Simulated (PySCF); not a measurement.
# C3H7F2Si: g tensor and hyperfine couplings

Species: C3H7F2Si (doublet state).
Z-matrix (Å and degrees, GFN2-xTB geometry), rows numbered from 1:
```
C 
C   1  1.4652
F   2  1.3854  1  109.98
C   2  1.5383  1  113.22  3  -121.32
Si  4  1.9021  2  111.80  1    62.63
F   5  1.6146  4  105.14  2  -179.94
H   1  1.0701  2  120.05  3     5.52
H   1  1.0702  2  119.53  3  -173.34
H   2  1.1061  1  111.15  3   116.07
H   4  1.0919  2  108.38  1  -175.52
H   4  1.0900  2  107.94  1   -59.75
H   5  1.4557  4  111.96  2   -66.66
H   5  1.4516  4  112.86  2    65.64
```

The hyperfine couplings belong to this conformer and change with its torsions.

As a line formula: `[CH2][C@H](F)C[SiH2]F` [radical].

Computed with UKS B3LYP, pcH-1 on C F H Si, non-relativistic, mean-field spin-orbit, GIAO (PySCF). One conformer (not necessarily the lowest) at the GFN2-xTB geometry, without solvent, vibrations or thermal averaging. The geometry wasn't refined by DFT: couplings that depend on bond lengths, twists or pyramidal angles can differ widely from those at the functional's own minimum. No stability test was run, so a lower SCF solution isn't excluded.

| Property | Result |
| --- | --- |
| g1, g2, g3 | 2.00214, 2.00272, 2.00292 |
| g_iso | 2.00260 |
| Form of g | rhombic: the two nearest values differ by 26 % of g3 − g1 |
| ⟨S²⟩ | 0.7536 (exact 0.7500) |
| α and β electrons | 29, 28 |
| HOMO–LUMO gap, α and β orbitals | 6.54, 6.35 eV |
| Total energy | -607.73649 Eh |

Isotropic coupling and dipolar principal values T1 to T3, in MHz; ρ(0) is the spin density at the nucleus:

| atom | isotope | a_iso | of which spin–orbit | T1 | T2 | T3 | Mulliken spin population | ρ(0) (bohr⁻³) |
| --- | --- | --- | --- | --- | --- | --- | --- | --- |
| C1 | 13C | 86.6 | -0.1 | -81.6 | -81.0 | 162.6 | 1.07 | 0.0772 |
| C2 | 13C | -37.6 | 0.0 | -2.4 | 0.6 | 1.8 | -0.07 | -0.0335 |
| F3 | 19F | -8.2 | 0.0 | -7.6 | -4.5 | 12.1 | 0.00 | -0.0020 |
| C4 | 13C | 66.7 | 0.0 | -5.1 | -4.9 | 10.0 | 0.04 | 0.0594 |
| Si5 | 29Si | 0.1 | 0.0 | -0.8 | -0.2 | 1.0 | 0.01 | -0.0001 |
| F6 | 19F | 0.3 | 0.0 | -3.6 | -2.2 | 5.8 | 0.00 | 0.0001 |
| H7 | 1H | -65.8 | 0.0 | -39.7 | 0.0 | 39.6 | -0.05 | -0.0147 |
| H8 | 1H | -63.1 | 0.0 | -39.3 | -0.4 | 39.7 | -0.04 | -0.0141 |
| H9 | 1H | 114.0 | 0.0 | -5.5 | -3.7 | 9.2 | 0.05 | 0.0255 |
| H10 | 1H | 11.3 | 0.0 | -3.4 | -1.7 | 5.1 | 0.01 | 0.0025 |
| H11 | 1H | -2.4 | 0.0 | -4.7 | -2.6 | 7.3 | 0.00 | -0.0005 |
| H12 | 1H | 12.0 | 0.0 | -3.3 | -2.3 | 5.6 | 0.00 | 0.0027 |
| H13 | 1H | 0.1 | 0.0 | -1.3 | -1.2 | 2.5 | 0.00 | 0.0000 |

Largest spin populations (Mulliken): C1 (+1.07) and C2 (-0.07). C1 is the only atom above +0.15. The positive populations add up to 1.17 and the negative ones to -0.17, together 2S = 1. The angles at C1 add up to 360.0°, so it is planar; its axial dipolar tensor and the negative couplings of its protons fit spin in a p orbital normal to that plane.

Axes: g2 points within 7° of the C1–C2 bond.

Under fast tumbling the dipolar parts average out, and these isotropic splittings remain: 1 × 1H (H9, I = 1/2, 2 lines) with 4.07 mT, 2 × 1H (H7/H8, I = 1/2, 3 lines) with 2.30 mT, 1 × 1H (H12, I = 1/2, 2 lines) with 0.43 mT, 1 × 1H (H10, I = 1/2, 2 lines) with 0.40 mT, 1 × 19F (F3, I = 1/2, 2 lines) with 0.29 mT and 1 × 1H (H11, I = 1/2, 2 lines) with 0.09 mT.

Class means assume fast exchange of nuclei equivalent by connectivity; if that motion is slow, each nucleus keeps its own coupling.

The 13C coupling of C1 (86.6 MHz) shows only in satellite lines or after enrichment, since that isotope makes up about 1.07 % of natural carbon.

β density exceeds α density at some nuclei, such as C2 (-0.0335), H7/H8 (-0.0144) and F3 (-0.0020), spin density in bohr⁻³. In a single determinant that takes different orbitals for the two spins, that is spin polarisation.
